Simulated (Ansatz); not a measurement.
Ansatz (a quantum-chemistry and plane-wave program) input:
A basis named .json is the Basis Set Exchange file of that set.

Ansatz 0.2 input:
```yaml
crystal:
  periodic: [false, false, false]
  atoms:
    - {symbol: Si, position_ang: [-0.47339297, -0.00918615, 0.06108048]}
    - {symbol: Cl, position_ang: [0.28827995, 1.83553094, -0.64175559]}
    - {symbol: Cl, position_ang: [0.27513435, -1.49635138, -1.24473413]}
    - {symbol: Cl, position_ang: [0.91557935, -0.31306618, 1.70995112]}
    - {symbol: C, position_ang: [-2.18744834, -0.02776757, 0.20112425]}
    - {symbol: H, position_ang: [-2.69178180, 0.83009801, 0.63332355]}
    - {symbol: H, position_ang: [-2.69891868, -0.97881399, 0.30596052]}
basis:
  gaussian:
    orbitals: aug-cc-pV_D+d_Z.json
total_charge: -1
magnetization: {spin_polarized: false}
correlation: {method: ccsd_t, electrons: outside_noble_gas}
output: {forces: true}
```

Problem. Predict the final energy.

Solution. -1707.44598 Eh (CCSD(T)/aug-cc-pV(D+d)Z). The basis has 169 functions. The run takes very roughly 13 core-minutes.

It need not be the lowest isomer of its formula. Whether it binds its extra electron was not tested at this geometry.
